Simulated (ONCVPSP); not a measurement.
## Before and after: ONCV potential for Os

Os (Z = 76), optimised norm-conserving Vanderbilt (ONCV), made with ONCVPSP 4.0.1 (PBE, scalar-relativistic). Core [Kr] 4d10 4f14, reference 5s2 5p6 5d6 6s2. Waves: 5s+6s: rc 1.40 bohr, ncon 3, nbas 7, qcut 8.4 1/bohr, 2 projectors; 5p: rc 1.85 bohr, ncon 3, nbas 8, qcut 7.6 1/bohr, 2 projectors, debl 2.2 Ha; 5d: rc 2.00 bohr, ncon 4, nbas 8, qcut 6.4 1/bohr, 2 projectors, debl 2.8 Ha. Local part: polynomial inside 1.25 bohr (lpopt 5, dvloc0 3 Ha). Core correction: Teter function, fcfact 5, rcfact 1.55.

All-electron outer shells of the reference configuration (PBE, scalar-relativistic, ld1.x):

| shell | level (eV) | outermost node (bohr) | outermost maximum (bohr) |
| --- | --- | --- | --- |
| 5s | -91.55 | 0.51 | 0.91 |
| 4f | -51.98 | – | 0.40 |
| 5p | -50.84 | 0.55 | 1.03 |
| 5d | -6.25 | 0.60 | 1.36 |
| 6s | -6.15 | 1.20 | 2.48 |

Change: core correction none.

Cutoffs: the cutoffs (Ha) at which the residual kinetic energy of the hardest occupied pseudo-wave falls to 1 and 0.1 mHa per electron; they do not see the model core or the augmentation charge, which bear on the density cutoff. Errors are all-electron minus pseudo energies relative to the spin-unpolarised reference configuration.

How do hardness, ghosts and transferability respond?

The potential gets neither clearly harder nor softer (27 Ha and 31 Ha → 27 Ha and 31 Ha); of the 4 tests that both files solve, the error grows in 0 and shrinks in 4 by more than 15 % and 0.3 meV (median size 13.4 → 5.0 meV); neither file shows a bound ghost.

```csv
quantity,base,changed
"cutoff, loose",27 Ha,27 Ha
"cutoff, tight",31 Ha,31 Ha
bound ghosts,none,none
GHOST(+) flags under 300 eV,none,none
"error for 5s2 5p6 5d6 6s1, meV [ΔE 9.58 eV]",-4.8,-2.7
"error for 5s2 5p6 5d6 6s0, meV [ΔE 26.49 eV]",-17,-5.2
"error for 5s2 5p6 5d5 6s0, meV [ΔE 55.34 eV]",-24,-6.6
"error for 5s2 5p6 5d7 6s1, meV [ΔE 0.32 eV]",-10.0,-4.8
s: phases at 1.42 bohr within 0.05 rad from the reference energy up to (Ha; the scan ends near 5),to the end of the scan,to the end of the scan
p: phases at 1.88 bohr within 0.05 rad from the reference energy up to (Ha; the scan ends near 5),to the end of the scan,to the end of the scan
d: phases at 2.03 bohr within 0.05 rad from the reference energy up to (Ha; the scan ends near 5),to the end of the scan,to the end of the scan
```
